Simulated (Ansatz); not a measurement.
A nudged elastic band was laid between two geometries of CH₄O₂Sn (8 atoms, charge 0, multiplicity 1).

All numbers below come from Ansatz 0.2.0, RKS PBE-D4/def2-SVP.

```json
{"movable images": "5", "climbing image": "yes", "spring": "5.0 eV/Å²", "optimiser": "quadratic models (default)", "start path": "through a guess of the saddle point", "force threshold": "0.03 eV/Å", "iteration limit": "60", "end points": "relaxed"}
```

Initial state:

```xyz
8
Properties=species:S:1:pos:R:3
C -0.204 1.042 -0.014
O 0.996 0.575 0.538
Sn 1.593 -1.365 0.719
O 0.022 -2.260 -0.200
H -1.005 0.262 -0.102
H -0.628 1.860 0.614
H -0.050 1.464 -1.037
H -0.631 -1.635 -0.574
```

Final state:

```xyz
8
Properties=species:S:1:pos:R:3
C -0.169 1.201 -0.031
O 1.032 0.656 0.475
Sn 1.463 -1.315 0.571
O -0.321 -1.879 -0.241
H -0.892 0.428 -0.376
H -0.668 1.819 0.753
H 0.051 1.880 -0.889
H -0.403 -2.848 -0.317
```

Q: What changes between the two ends?

A: No bond is made or broken. The dihedral O2–Sn3–O4–H8 goes from 4 to -180°.

Q: Give the energies along the band, and the barrier.

A: It converged. The highest image is number 4 of 0 to 6, 3.8 kcal/mol above the first end and 3.5 kcal/mol above the last; the last end lies 0.4 kcal/mol above the first. A vibrational analysis at the climbing image gives one clearly imaginary mode, 361i cm⁻¹: a first-order saddle point.

| image | path coordinate (Å) | energy (kcal/mol) | dihedral O2–Sn3–O4–H8 (°) |
| --- | --- | --- | --- |
| 0 | 0.00 | 0.0 | 4 |
| 1 | 0.42 | 0.3 | -5 |
| 2 | 0.83 | 0.2 | 10 |
| 3 | 1.25 | 2.1 | 46 |
| 4 | 1.66 | 3.8 | 93 |
| 5 | 2.14 | 1.9 | 143 |
| 6 | 2.62 | 0.4 | -180 |

Q: What is the geometry of the highest image?

A: 
```xyz
8
Properties=species:S:1:pos:R:3
C -0.191 1.128 -0.022
O 1.067 0.659 0.413
Sn 1.546 -1.302 0.647
O -0.274 -2.059 0.131
H -0.918 0.302 -0.201
H -0.628 1.818 0.737
H -0.081 1.713 -0.965
H -0.429 -2.316 -0.796
```

Q: What are the harmonic wavenumbers there?

A: 361i, 156, 159, 179, 265, 490, 502, 580, 1072, 1125, 1141, 1395, 1411, 1427, 2901, 2977, 2989, 3736 cm⁻¹.

The band took 16 iterations and roughly 4 core-minutes.

Time of the run: 4.1 min on 1 thread of Intel(R) Xeon(R) Processor @ 2.70GHz (shared host), peak memory 0.14 GiB.
